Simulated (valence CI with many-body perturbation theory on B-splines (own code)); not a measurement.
# E1 transitions of Ge XIX

Calculated by valence CI with perturbative core correlation (CI+MBPT): four valence electrons over a frozen Dirac-Fock core [Ne], a basis of 11 s, 11 p, 9 d, 7 f, 5 g, 2 h, 1 i functions for each j, with the one-electron correlation potential Σ1 (screened to all orders), the two-electron term Σ2, the three-electron term Σ3, Breit, model QED; selected single and double excitations, second order for the rest (own B-spline code, finite nucleus).

No measured spectrum was set against this ion. As an estimate, levels of excited configurations hold to 0.05 to 0.15 % of their energy, terms of the ground configuration to about 0.5 %.

Lines 51 to 100 of 216 in falling wavelength, among levels below 149.55 eV, chosen from the strongest by gf and those to the six lowest levels. Wavelengths and rates use the calculated energies, so an error of 300 cm⁻¹ moves a line at 214.7 Å by 0.064 % and its rate by three times that or more. Electric multipoles are in the length gauge, E1 and E2 with the static RPA response of the core. Weak lines are less certain than strong ones. Lines between different terms over intervals too small for the method are left out, as are lines whose strength nearly cancels. Where a level lies close to another of its J and parity, the split of strength between their lines is uncertain. The highest levels of a list are the least certain.

Names give the largest LS component (configuration and term), which can be under half, so a name can repeat, a term be missing and a line seem to break the LS rules; names also repeat where a configuration has a term twice. Letters in brackets count levels of one name in rising energy.

| λ vac (Å) | Upper | Lower | A (s⁻¹) | log gf | Branch % |
| --- | --- | --- | --- | --- | --- |
| 214.7 | 3s3p²3d ³D_2 [b] | 3s²3p3d ³P°_2 | 1.71e+09 | -1.23 | 3.0 |
| 213.2 | 3s3p²3d ³G_4 | 3s²3p3d ³F°_3 | 1.33e+10 | -0.09 | 90.5 |
| 212.7 | 3s3p²3d ³P_1 [a] | 3s3p³ ³S°_1 | 2.54e+09 | -1.29 | 3.6 |
| 210.7 | 3s3p²3d ³P_1 [b] | 3s²3p3d ³P°_2 | 3.93e+09 | -1.10 | 5.9 |
| 209.2 | 3s3p³ ³P°_0 | 3s²3p² ³P_1 | 8.42e+09 | -1.26 | 100.0 |
| 208.6 | 3s3p²3d ³G_3 | 3s²3p3d ³F°_2 | 1.27e+10 | -0.24 | 70.2 |
| 208.2 | 3s3p²3d ³F_3 [b] | 3s²3p3d ³F°_4 | 1.14e+09 | -1.28 | 1.5 |
| 207.4 | 3s3p³ ³P°_1 | 3s²3p² ³P_1 | 5.83e+09 | -0.95 | 63.7 |
| 206.7 | 3s3p³ ³P°_2 | 3s²3p² ³P_1 | 1.41e+08 | -2.35 | 1.8 |
| 205.9 | 3s3p²3d ³P_2 [b] | 3s²3p3d ³P°_2 | 1.33e+09 | -1.37 | 1.9 |
| 205.8 | 3s3p²3d ¹G_4 | 3s²3p3d ³F°_3 | 1.07e+09 | -1.21 | 11.3 |
| 205.7 | 3s3p²3d ³D_2 [c] | 3s²3p3d ³D°_1 | 3.71e+09 | -0.93 | 5.0 |
| 204.4 | 3s3p²3d ³D_3 [b] | 3s²3p3d ³P°_2 | 2.37e+09 | -0.98 | 5.9 |
| 204.2 | 3s3p²3d ³D_2 [a] | 3s²3p3d ³F°_2 | 4.46e+09 | -0.86 | 9.2 |
| 202.8 | 3p⁴ ³P_1 | 3s3p³ ³D°_2 | 5.26e+09 | -1.01 | 40.3 |
| 202.8 | 3s3p²3d ¹F_3 | 3s²3p3d ³F°_3 | 2.49e+09 | -0.97 | 5.3 |
| 202.1 | 3p⁴ ³P_0 | 3s3p³ ³D°_1 | 1.04e+10 | -1.20 | 61.9 |
| 202.0 | 3p⁴ ³P_1 | 3s3p³ ³D°_1 | 3.33e+09 | -1.21 | 25.5 |
| 201.8 | 3p⁴ ¹D_2 | 3s3p³ ³D°_3 | 1.65e+09 | -1.30 | 15.6 |
| 201.2 | 3s3p²3d ³D_3 [a] | 3s²3p3d ³F°_2 | 1.35e+09 | -1.24 | 2.5 |
| 201.2 | 3s3p²3d ³F_2 [b] | 3s²3p3d ³F°_3 | 1.91e+09 | -1.24 | 2.5 |
| 197.8 | 3s3p²3d ³F_4 [b] | 3s²3p3d ³F°_4 | 2.23e+09 | -0.93 | 2.8 |
| 197.4 | 3s3p³ ¹P°_1 | 3s²3p² ¹S_0 | 7.00e+09 | -0.91 | 9.4 |
| 196.3 | 3s3p³ ³S°_1 | 3s²3p² ¹D_2 | 1.16e+07 | -3.70 | 0.0 |
| 195.9 | 3s3p³ ¹D°_2 | 3s²3p² ³P_2 | 1.05e+08 | -2.52 | 1.3 |
| 195.1 | 3s3p²3d ³F_3 [b] | 3s²3p3d ³F°_3 | 4.22e+09 | -0.77 | 5.4 |
| 193.9 | 3s3p²3d ³F_2 [b] | 3s²3p3d ³F°_2 | 5.63e+09 | -0.80 | 7.3 |
| 193.7 | 3s3p³ ³P°_1 | 3s²3p² ³P_0 | 2.28e+09 | -1.42 | 24.9 |
| 192.4 | 3s²3p3d ³F°_2 | 3s²3p² ¹D_2 | 1.52e+09 | -1.37 | 40.5 |
| 188.7 | 3s3p³ ¹D°_2 | 3s²3p² ³P_1 | 3.86e+08 | -1.99 | 4.8 |
| 185.8 | 3s3p²3d ¹P_1 | 3s²3p3d ³F°_2 | 1.24e+10 | -0.71 | 17.0 |
| 185.7 | 3s²3p3d ³F°_3 | 3s²3p² ¹D_2 | 1.01e+06 | -4.44 | 0.0 |
| 184.5 | 3s3p²3d ³D_2 [b] | 3s²3p3d ³F°_2 | 1.80e+09 | -1.34 | 3.2 |
| 184.2 | 3s3p²3d ³P_2 [b] | 3s²3p3d ³F°_3 | 4.64e+09 | -0.93 | 6.6 |
| 183.9 | 3s3p²3d ³G_3 | 3s3p³ ¹D°_2 | 3.46e+09 | -0.91 | 19.1 |
| 183.2 | 3s3p²3d ³P_2 [a] | 3s3p³ ³P°_2 | 1.61e+09 | -1.39 | 2.3 |
| 182.6 | 3s3p²3d ³P_2 [a] | 3s3p³ ³P°_1 | 2.19e+09 | -1.26 | 3.2 |
| 182.5 | 3s²3p3d ³D°_1 | 3s²3p² ¹S_0 | 3.48e+07 | -3.28 | 0.0 |
| 182.0 | 3p⁴ ³P_2 | 3s3p³ ⁵S°_2 | 2.04e+08 | -2.29 | 1.4 |
| 180.1 | 3s3p²3d ³D_2 [c] | 3s²3p3d ³F°_3 | 1.72e+10 | -0.38 | 23.1 |
| 178.1 | 3s3p²3d ³D_3 [a] | 3s3p³ ¹D°_2 | 3.85e+09 | -0.89 | 7.3 |
| 177.1 | 3s3p³ ³S°_1 | 3s²3p² ³P_2 | 5.50e+10 | -0.11 | 60.7 |
| 176.7 | 3s3p³ ¹P°_1 | 3s²3p² ¹D_2 | 4.85e+10 | -0.17 | 65.2 |
| 175.3 | 3s3p²3d ³P_1 [a] | 3s3p³ ³P°_2 | 1.46e+10 | -0.70 | 20.4 |
| 174.3 | 3s3p²3d ³D_1 [c] | 3s²3p3d ³F°_2 | 2.53e+10 | -0.46 | 33.0 |
| 174.2 | 3s3p²3d ³D_2 [c] | 3s²3p3d ³F°_2 | 2.27e+10 | -0.29 | 30.4 |
| 173.9 | 3s²3p3d ³F°_2 | 3s²3p² ³P_2 | 1.53e+09 | -1.46 | 40.6 |
| 173.5 | 3s3p²3d ³P_1 [a] | 3s3p³ ³P°_0 | 4.40e+09 | -1.22 | 6.2 |
| 173.5 | 3s3p²3d ¹F_3 | 3s3p³ ¹D°_2 | 6.30e+09 | -0.70 | 13.4 |
| 171.6 | 3s3p²3d ⁵P_3 | 3s3p³ ³D°_3 | 1.39e+09 | -1.37 | 1.9 |
